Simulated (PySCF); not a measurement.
C2H8ClNSi2 (SMILES N[SiH2]/C=C/[SiH2]Cl), singlet, geometry from GFN2-xTB, atoms displaced at random by about 0.03 Å a coordinate; PySCF with HF/STO-3G, gradient.

Here is a job for PySCF.
```python
from pyscf import gto, scf

mol = gto.Mole()
mol.atom = '''
    Si    1.973442   -0.393247   -0.303455
    Cl    2.965002    1.385192    0.074950
    C     0.252227   -0.230493    0.380037
    C    -0.910433   -0.590948   -0.194829
    Si   -2.667363   -0.437742    0.596678
    N    -3.727493   -0.421810   -0.764058
    H     1.806546   -0.604791   -1.758733
    H     2.689442   -1.462420    0.333834
    H     0.174265    0.288363    1.360758
    H    -0.759853   -1.094754   -1.176430
    H    -3.011211   -1.635303    1.336011
    H    -2.599428    0.678793    1.475351
    H    -4.703664   -0.406670   -0.574772
    H    -3.540933    0.263032   -1.585763
'''
mol.basis = 'sto-3g'
mol.charge = 0
mol.spin = 0
mol.verbose = 4
mol.build()

mf = scf.RHF(mol)
mf.conv_tol = 1e-11
mf.kernel()
g = mf.nuc_grad_method()
grad = g.kernel()
```

**Question.** What does PySCF print? Leave out banner, timings and long lists.

**Answer.** 
```
PySCF version 2.14.0

[INPUT] verbose = 4
[INPUT] num. atoms = 14
[INPUT] num. electrons = 72
[INPUT] charge = 0
[INPUT] spin (= nelec alpha-beta = 2S) = 0
[INPUT] symmetry False subgroup None
[INPUT] Mole.unit = angstrom
[INPUT] Symbol           X                Y                Z      unit          X                Y                Z       unit  Magmom
[...]
nuclear repulsion = 385.392159589223
number of shells = 32
number of NR pGTOs = 150
number of NR cGTOs = 50
basis = sto-3g
ecp = {}

******** <class 'pyscf.scf.hf.RHF'> ********
method = RHF
initial guess = minao
damping factor = 0
level_shift factor = 0
DIIS = <class 'pyscf.scf.diis.CDIIS'>
diis_start_cycle = 1
diis_space = 8
diis_damp = 0
SCF conv_tol = 1e-11
SCF conv_tol_grad = None
SCF max_cycles = 50
direct_scf = True
direct_scf_tol = 1e-13
Set gradient conv threshold to 3.16228e-06
Initial guess from minao.
init E= -1158.85771160656
[...]
cycle= 1 E= -1158.9660490787  delta_E= -0.108  |g|= 0.386  |ddm|= 4.38
[...]
cycle= 2 E= -1159.02862221969  delta_E= -0.0626  |g|= 0.0931  |ddm|= 0.769
[...]
cycle= 3 E= -1159.03224922648  delta_E= -0.00363  |g|= 0.0244  |ddm|= 0.175
[...]
cycle= 4 E= -1159.03258160214  delta_E= -0.000332  |g|= 0.00564  |ddm|= 0.0639
[...]
cycle= 5 E= -1159.03259419006  delta_E= -1.26e-05  |g|= 0.002  |ddm|= 0.0109
[...]
cycle= 6 E= -1159.03259618872  delta_E= -2e-06  |g|= 0.000504  |ddm|= 0.00441
[...]
cycle= 7 E= -1159.03259639141  delta_E= -2.03e-07  |g|= 0.000105  |ddm|= 0.00178
[...]
cycle= 8 E= -1159.0325964013  delta_E= -9.89e-09  |g|= 2.44e-05  |ddm|= 0.000414
[...]
cycle= 9 E= -1159.03259640178  delta_E= -4.8e-10  |g|= 7.38e-06  |ddm|= 7.54e-05
[...]
cycle= 10 E= -1159.03259640182  delta_E= -4.05e-11  |g|= 2.1e-06  |ddm|= 2.03e-05
[...]
cycle= 11 E= -1159.03259640183  delta_E= -3.64e-12  |g|= 4.71e-07  |ddm|= 6.45e-06
[...]
Extra cycle  E= -1159.03259640183  delta_E=    0  |g|= 2.33e-07  |ddm|= 9.81e-07
converged SCF energy = -1159.03259640183

******** <class 'pyscf.grad.rhf.Gradients'> for <class 'pyscf.scf.hf.RHF'> ********
unit = Eh/Bohr
--------------- RHF gradients ---------------
         x                y                z
0 Si     0.0303413449     0.0201398484     0.0270503254
1 Cl    -0.0072622274    -0.0067279136     0.0004762981
2 C     0.0454884042    -0.0127840779    -0.0167304135
3 C    -0.0375017448     0.0061826676    -0.0101397920
4 Si    -0.0437840902     0.0217556981     0.0202439832
5 N    -0.0300989645    -0.0401120349     0.0544670702
6 H    -0.0132167020    -0.0046101595    -0.0275577846
7 H    -0.0006998374    -0.0064960993     0.0046638899
8 H    -0.0053544187     0.0124458918     0.0176848366
9 H     0.0188636973    -0.0090719929    -0.0166650867
10 H    -0.0042653061    -0.0132650260     0.0032248205
11 H     0.0069589870    -0.0030795746     0.0000642500
12 H     0.0321235049    -0.0014722306    -0.0047724639
13 H     0.0084073528     0.0370950033    -0.0520099334
----------------------------------------------
```
